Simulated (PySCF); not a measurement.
Compound: C3H9BO.
Bonds: C1–B2, B2–O3, O3–C4, C4–C5. Hydrogens: H6, H7, H8 on C1; H9 on B2; H10, H11 on C4; H12, H13, H14 on C5.

Level of theory: PBE0-D3(BJ)/def2-SVP geometry optimisation, gas phase (PySCF 2.14.0).

**Question.** Give the optimised bond lengths and angles.

**Answer.** 
| bond | length (Å) | order |
| --- | --- | --- |
| C1–B2 | 1.565 | single |
| B2–O3 | 1.347 | single |
| O3–C4 | 1.411 | single |
| C4–C5 | 1.512 | single |
| C1–H6, C1–H7, C1–H8 | 1.102 | single |
| B2–H9 | 1.221 | single |
| C4–H10, C4–H11 | 1.104 | single |
| C5–H12, C5–H13, C5–H14 | 1.100 | single |

Bonds in one row agree within 0.01 Å and their mean is given. Orders are formal, as drawn. A selection of angles:
| angle | degrees |
| --- | --- |
| B2–C1–H6 | 111.1 |
| B2–C1–H7 | 113.2 |
| B2–C1–H8 | 109.1 |
| H6–C1–H7 | 109.3 |
| H6–C1–H8 | 105.6 |
| H7–C1–H8 | 108.3 |
| C1–B2–O3 | 119.8 |
| C1–B2–H9 | 121.9 |
| O3–B2–H9 | 118.3 |
| B2–O3–C4 | 123.2 |
| O3–C4–C5 | 110.8 |
| O3–C4–H10 | 109.9 |
| O3–C4–H11 | 107.4 |
| C5–C4–H10 | 110.8 |
| C5–C4–H11 | 110.3 |
| H10–C4–H11 | 107.6 |
| C4–C5–H12 | 110.4 |
| C4–C5–H13 | 110.7 |
| H12–C5–H13 | 108.4 |

Dihedral angles: C1–B2–O3–C4 178° (antiperiplanar); B2–O3–C4–C5 -112° (anticlinal). The mirror-image conformer, all signs reversed, is as good.

Of the pairs four or more bonds apart, H9···H10 is among the closest relative to their van der Waals radii: 2.28 Å, 95 % of the sum of Bondi's values. B2 (three-coordinate boron) is planar (angles 121.9°, 119.8° and 118.3°, sum 360.0°, 0.00 Å off the plane of its three neighbours).

Point group: C1 (no symmetry element, even within 0.4 Å). Not checked by PBE0-D3(BJ)/def2-SVP frequencies. One conformer, not necessarily the lowest.

On Arm Neoverse V2, one thread, shared host, this took 34 s and 0.48 GiB of memory at its peak. These figures are those of the optimisation.
